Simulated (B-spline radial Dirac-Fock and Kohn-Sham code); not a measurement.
**Ni 3p3/2: cross section and angular parameters**

System: the Ni atom, configuration [Ar] 3d8 4s2; threshold 66.20 eV (tabulated edge). Model: Dirac-Hartree-Slater photoionisation with a Latter tail; cross sections with all multipoles, angular parameters from the dipole term and its interference with E2. Program: a radial finite-basis atomic code.

```csv
hν (eV),σ (kb),β,γ,δ
100,347,-0.481,-0.085,0.062
102,356,-0.423,-0.068,0.061
150,529,0.766,0.151,0.021
157,537,0.858,0.155,0.018
206,518,1.237,0.116,0.004
298,390,1.486,0.018,-0.001
330,349,1.527,-0.001,-0.001
366,?,?,?,?
419,256,1.591,-0.023,0.000
600,143,1.628,0.010,0.003
881,66.4,1.612,0.121,0.007
911,61.7,1.608,0.134,0.008
953,55.9,1.602,0.152,0.008
1020,48.1,1.593,0.180,0.009
1120,38.8,1.578,0.222,0.011
1280,28.3,1.553,0.286,0.013
1330,25.8,1.545,0.306,0.014
1486.9,19.6,1.519,0.364,0.017
1700,14.0,1.485,0.438,0.021
2000,9.19,1.438,0.530,0.026
2780,3.75,1.326,0.725,0.043
4000,1.31,1.182,0.943,0.070
4610,0.856,1.120,1.025,0.084
5270,0.568,1.061,1.101,0.099
5414.7,0.522,1.048,1.117,0.102
7520,0.184,0.895,1.292,0.148
9410,0.0882,0.789,1.398,0.189
11200,0.0492,0.706,1.471,0.225
15000,0.0180,0.571,1.578,0.296
```

Q: Give the values at 366 eV.

A: σ = 308 kb, β = 1.559, γ = -0.015, δ = 0.000.

Values without a named source are computed, but for edge energies of neutral atoms, which are taken from tables.
